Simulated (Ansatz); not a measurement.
Basis-set extrapolation for CH$_{5}$ClOSSi (`CO[SiH](S)Cl`) (PBE0-D4/def2-TZVP geometry, frozen core, Ansatz). Multiplicity 1, RHF reference.

|  | cc-pV(T+d)Z | cc-pV(Q+d)Z |
| --- | --- | --- |
| HF | -1261.835604 | -1261.855444 |
| MP2 correlation | -0.895281 | -0.970488 |
| CCSD(T) correlation | -0.989323 | -1.061975 |

Energies in hartree. Use E(X) = E(∞) + A·exp(−5.46·√X) for Hartree–Fock and E(X) = E(∞) + B·X^(−3.05) for correlation, with X = 3 and 4.

Q: What is the CCSD(T) energy at the basis-set limit?

A: HF limit: -1261.855444 + (-0.019840) × 0.30130 = -1261.86142. Correlation limit: -1.061975 + (-0.072652) × 0.71189 = -1.11370. Total: -1262.97512 hartree, 4.09 eV below CCSD(T)/cc-pV(T+d)Z.
